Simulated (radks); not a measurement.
Question: Ionisation ladder of silver, from Ag I to Ag XXII. Each ion is in the ground configuration listed by NIST, and IE = E(next ion) - E(this ion). All-electron calculation, Dirac Kohn-Sham, PBE, spin-unpolarised, spherical densities, finite nucleus; open shells fill j = l - 1/2 first; Fermi nuclear charge, rms radius 4.5454 fm. Program: a radial shooting solver on a logarithmic mesh with Libxc functionals.

species       configuration  IE, Delta-SCF (eV)  <r> HOMO (bohr)
Ag I          [Kr] 4d10 5s1               7.759             3.17
Ag II             [Kr] 4d10              21.868             1.40
Ag III             [Kr] 4d9              35.902             1.32
Ag IV              [Kr] 4d8              51.378             1.25
Ag V               [Kr] 4d7              68.072             1.20
Ag VI              [Kr] 4d6              85.838             1.16
Ag VII             [Kr] 4d5              104.57             1.12
Ag VIII            [Kr] 4d4              125.15             1.08
Ag IX              [Kr] 4d3              145.72             1.05
Ag X               [Kr] 4d2              167.09             1.03
Ag XI              [Kr] 4d1              189.19             1.00
Ag XII                 [Kr]              271.56            0.900
Ag XIII   [Ar] 3d10 4s2 4p5                   ?            0.887
Ag XIV    [Ar] 3d10 4s2 4p4              322.09            0.874
Ag XV     [Ar] 3d10 4s2 4p3              347.98            0.862
Ag XVI    [Ar] 3d10 4s2 4p2              382.07            0.833
Ag XVII   [Ar] 3d10 4s2 4p1                   ?            0.822
Ag XVIII      [Ar] 3d10 4s2                   ?            0.793
Ag XIX        [Ar] 3d10 4s1                   ?            0.785
Ag XX             [Ar] 3d10              885.51            0.337
Ag XXI             [Ar] 3d9              950.48            0.331
Ag XXII            [Ar] 3d8              1017.0            0.326

Estimate the withheld Delta-SCF values.

Answer: Ag XIII: 296.60 eV (NIST 294); Ag XVII: 409.17 eV (NIST 408.4); Ag XVIII: 474.84 eV (NIST 469); Ag XIX: 503.35 eV (NIST 500.9).

Beside tabulated values, note that spin-unpolarised runs miss the spin-polarisation part of the exchange energy of open shells.
